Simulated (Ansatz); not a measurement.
Reaction (ligand exchange at the In–C bond): `B[SiH2][CH2][InH2]` + HBr → `[Br][InH2]` + `B[SiH2]C`

Calculated with Ansatz (gas phase, PBE0-D4/def2-TZVP geometries, no zero-point term in ΔE). CBS: MP2 limit from def2 TZ/QZ plus the TZ coupled-cluster correction, frozen cores. Functionals use def2-TZVPP. B3LYP here is the variant with VWN-RPA as its local correlation; programs differ in this. Elements past krypton have def2 core potentials. For Br, In outer-core shells are correlated without core-valence functions, which leaves a few kJ/mol of doubt a bond. Scalar relativity is left out up to krypton. One conformer a species, not always the lowest.

CCSD(T)/CBS gives -1.57 eV.

(1) Another level gave -1.63 eV. Which?
A. PBE0/def2-TZVPP
B. MP2/def2-TZVPP
C. ωB97M-V/def2-TZVPP
D. B3LYP/def2-TZVPP

Largest T1 diagnostic among the species: 0.013.

Answers

(1) C. ωB97M-V -1.63, B3LYP -1.80, MP2/def2-TZVPP -1.55, PBE0 -1.70 eV.

In def2-TZVPP, CCSD(T) changes the Hartree–Fock value by +0.50 eV (the triples alone add +0.06 eV) and MP2 by +0.50 eV. The D4 term adds +0.11 eV with B3LYP and +0.06 eV with PBE0; it sums over pairs of atoms, weighted by their polarisabilities, and B3LYP, whose exchange is more repulsive, gets the larger term. From PBE to PBE0 (25 % exact exchange), in def2-TZVPP and without D4, ΔE moves by −0.06 eV.
